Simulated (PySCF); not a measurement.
# Rh⁺ (rhodium, charge +1) across methods

[Kr] 4d8, high-spin 3F determinant. All numbers are calculated (PySCF 2.14, the spin-free X2C one-electron Hamiltonian (Gaussian nucleus), in aug-cc-pwCVTZ-DK).

| method | E (hartree) | mean ε 4p β (eV) | mean ε 4d α (eV) | mean ε 4d β (eV) | Σ⟨r²⟩ (bohr²) | ⟨S²⟩ |
| --- | --- | --- | --- | --- | --- | --- |
| PBE0 | -4782.88 | -60.529 | -15.837 | -14.631 | 36.47 | 2.002 |
| UHF | -4780.81570 | -69.288 | -20.069 | -18.429 | 36.00 | 2.004 |
| r2SCAN | -4783.20 | -58.188 | -14.352 | -13.205 | 36.45 | 2.002 |
| BP86 | -4783.79 | -57.406 | -14.279 | -13.241 | 36.81 | 2.001 |
| BLYP | -4783.38 | -57.203 | -14.062 | -13.068 | 37.10 | 2.001 |
| MN15 | -4786.54 | -60.866 | -16.630 | -15.543 | 36.39 | 2.002 |
| PBE | -4782.81 | -57.252 | -14.175 | -13.083 | 36.85 | 2.001 |
| LDA | -4777.99 | -57.551 | -14.392 | -13.269 | 36.92 | 2.001 |
